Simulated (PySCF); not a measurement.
A geometry optimisation, step by step.

Species: Ge2H7PSe.
Atom-mapped SMILES: `[PH2:1][GeH2:2][Se:3][GeH3:4]` (hydrogens: H5, H6 on P1; H7, H8 on Ge2; H9, H10, H11 on Ge4)

Method: PySCF 2.14.0, PBE0-D3(BJ)/def2-SVP geometry optimisation, gas phase; density fitting, grid level 1; the optimiser is geomeTRIC in internal coordinates, started from a GFN2-xTB structure with every atom displaced at random (about 0.01 Å). The frame can shift and turn from step to step; on so coarse a grid that alone can change the energy by a few meV, and forces under 0.02 eV/Å are noise.

Step 0: E = -187739.7510 eV, largest atomic force 1.135 eV/Å
```
atom  x, y, z in Å  |  force x, y, z in eV/Å
P1      2.283    1.005   -0.611   -0.065  -0.069  -0.664
Ge2     1.244   -0.958   -0.012   -0.162  -0.279   0.407
Se3    -0.538   -0.860    1.573    0.958  -0.392   0.462
Ge4    -2.027    0.146    0.173   -1.120   0.110   0.150
H5      1.039    1.657   -0.842   -0.107   0.101  -0.171
H6      2.318    1.472    0.700    0.138   0.244   0.806
H7      0.725   -1.691   -1.233   -0.261  -0.030  -0.494
H8      2.259   -1.916    0.602    0.248  -0.048   0.269
H9     -3.413    0.018    0.826   -0.008  -0.071   0.078
H10    -2.073   -0.506   -1.171    0.075  -0.444  -0.757
H11    -1.779    1.607   -0.019    0.304   0.878  -0.085
```

Step 1: E = -187739.8903 eV, largest atomic force 0.342 eV/Å
```
atom  x, y, z in Å  |  force x, y, z in eV/Å
P1      2.164    1.042   -0.622   -0.007   0.091   0.093
Ge2     1.274   -1.021   -0.027    0.099  -0.158  -0.178
Se3    -0.419   -0.895    1.597   -0.318   0.084  -0.092
Ge4    -2.021    0.169    0.187    0.103   0.018  -0.037
H5      0.880    1.619   -0.879    0.027  -0.026  -0.011
H6      2.190    1.513    0.732    0.003  -0.055  -0.119
H7      0.723   -1.708   -1.309    0.070   0.103   0.171
H8      2.373   -1.900    0.615   -0.076   0.103  -0.071
H9     -3.382    0.010    0.895    0.096   0.005  -0.037
H10    -2.038   -0.534   -1.200    0.026   0.119   0.239
H11    -1.701    1.681    0.000   -0.024  -0.284   0.042
```

Step 2: E = -187739.9062 eV, largest atomic force 0.072 eV/Å
```
atom  x, y, z in Å  |  force x, y, z in eV/Å
P1      2.144    1.053   -0.631   -0.016  -0.007   0.017
Ge2     1.274   -1.020   -0.032   -0.003   0.019   0.004
Se3    -0.443   -0.931    1.589   -0.028  -0.020  -0.059
Ge4    -2.012    0.164    0.199    0.057  -0.011   0.043
H5      0.855    1.606   -0.905    0.001   0.007  -0.009
H6      2.152    1.525    0.717    0.001   0.009  -0.008
H7      0.747   -1.707   -1.307   -0.018   0.001  -0.005
H8      2.380   -1.875    0.610    0.020   0.014   0.005
H9     -3.376    0.008    0.886   -0.011  -0.006   0.009
H10    -2.012   -0.504   -1.188   -0.005   0.001  -0.002
H11    -1.666    1.657    0.049    0.003  -0.006   0.006
```

Step 3: E = -187739.9078 eV, largest atomic force 0.047 eV/Å
```
atom  x, y, z in Å  |  force x, y, z in eV/Å
P1      2.110    1.064   -0.637   -0.011  -0.024  -0.007
Ge2     1.280   -1.025   -0.036   -0.003   0.030   0.015
Se3    -0.447   -0.978    1.575    0.018  -0.043  -0.006
Ge4    -1.994    0.163    0.211    0.007   0.005   0.037
H5      0.813    1.590   -0.928    0.000   0.009  -0.006
H6      2.098    1.545    0.706   -0.004   0.015   0.016
H7      0.769   -1.721   -1.311   -0.012  -0.013  -0.026
H8      2.402   -1.853    0.611    0.022   0.006   0.004
H9     -3.364    0.006    0.888   -0.011  -0.008   0.008
H10    -1.995   -0.468   -1.191   -0.009  -0.014  -0.037
H11    -1.629    1.652    0.101    0.003   0.037   0.003
```

Step 4: E = -187739.9058 eV, largest atomic force 0.109 eV/Å
```
atom  x, y, z in Å  |  force x, y, z in eV/Å
P1      2.012    1.090   -0.658    0.020  -0.039  -0.027
Ge2     1.307   -1.042   -0.055   -0.023   0.017   0.014
Se3    -0.454   -1.126    1.519    0.053  -0.009   0.095
Ge4    -1.950    0.167    0.256   -0.062   0.037  -0.019
H5      0.702    1.529   -1.019    0.000   0.004  -0.004
H6      1.918    1.600    0.671   -0.011   0.013   0.032
H7      0.866   -1.771   -1.337    0.017  -0.027  -0.039
H8      2.472   -1.782    0.622    0.018  -0.015  -0.012
H9     -3.332   -0.011    0.900   -0.006  -0.017   0.005
H10    -1.954   -0.328   -1.199   -0.008  -0.018  -0.053
H11    -1.543    1.648    0.287    0.001   0.055   0.007
```

Step 5: E = -187739.9089 eV, largest atomic force 0.041 eV/Å
```
atom  x, y, z in Å  |  force x, y, z in eV/Å
P1      2.055    1.076   -0.654    0.001  -0.015  -0.004
Ge2     1.299   -1.037   -0.048   -0.022   0.002   0.009
Se3    -0.449   -1.067    1.544    0.036  -0.011   0.016
Ge4    -1.972    0.168    0.243   -0.018   0.019  -0.005
H5      0.751    1.551   -0.994   -0.002   0.003  -0.004
H6      1.989    1.581    0.680   -0.006   0.006   0.009
H7      0.833   -1.758   -1.328    0.006  -0.007  -0.009
H8      2.451   -1.809    0.618    0.007  -0.003  -0.005
H9     -3.348   -0.018    0.899    0.001  -0.008   0.002
H10    -1.973   -0.372   -1.199   -0.002  -0.004  -0.013
H11    -1.592    1.659    0.228   -0.001   0.018   0.005
```

Step 6: E = -187739.9091 eV, largest atomic force 0.021 eV/Å
```
atom  x, y, z in Å  |  force x, y, z in eV/Å
P1      2.049    1.074   -0.659    0.002  -0.002   0.001
Ge2     1.300   -1.040   -0.050   -0.014  -0.007   0.002
Se3    -0.446   -1.072    1.542    0.019   0.000   0.009
Ge4    -1.969    0.173    0.249   -0.009   0.013  -0.004
H5      0.745    1.543   -1.008   -0.001   0.000  -0.004
H6      1.974    1.584    0.673   -0.004   0.001   0.001
H7      0.841   -1.768   -1.329    0.004  -0.003  -0.003
H8      2.456   -1.805    0.618    0.003  -0.002  -0.005
H9     -3.346   -0.028    0.899    0.000  -0.005   0.001
H10    -1.965   -0.351   -1.199    0.002   0.000  -0.002
H11    -1.597    1.667    0.253   -0.002   0.005   0.004
```

Problem. Summarise the path.

Solution. The energy falls by 15.26 kJ/mol from step 0 to step 6; nine tenths of that is first reached at step 2. It rises by more than 0.2 meV at step 4. The largest force goes from 1.135 to 0.021 eV/Å. Among the bonds Se3–Ge4 changes most, from 2.278 to 2.355 Å; the atoms move by 0.219 Å rms after alignment.

Problem. Follow the three bonds and two angles with the largest change from start to end.

Solution. 
```csv
step,E above end (kJ/mol),largest force (eV/Å),Se3–Ge4 (Å),Ge4–H11 (Å),Ge4–H10 (Å),H7–Ge2–H8 (°),H9–Ge4–H11 (°)
0,15.26,1.135,2.278,1.494,1.495,104.4,106.6
1,1.82,0.342,2.385,1.557,1.556,110.0,109.7
2,0.28,0.072,2.364,1.540,1.540,110.1,110.0
3,0.13,0.047,2.357,1.538,1.537,110.3,110.0
4,0.32,0.109,2.347,1.536,1.537,110.9,110.0
5,0.02,0.041,2.354,1.539,1.539,110.5,110.0
6,0.00,0.021,2.355,1.539,1.540,110.5,110.1
```

What follows is the cost of the whole optimisation. On Intel Xeon Platinum 8259CL at 2.50 GHz, one thread, shared host with 96 logical CPUs at a one-minute load of 25, this took 1.9 min and 0.73 GiB of memory at its peak.
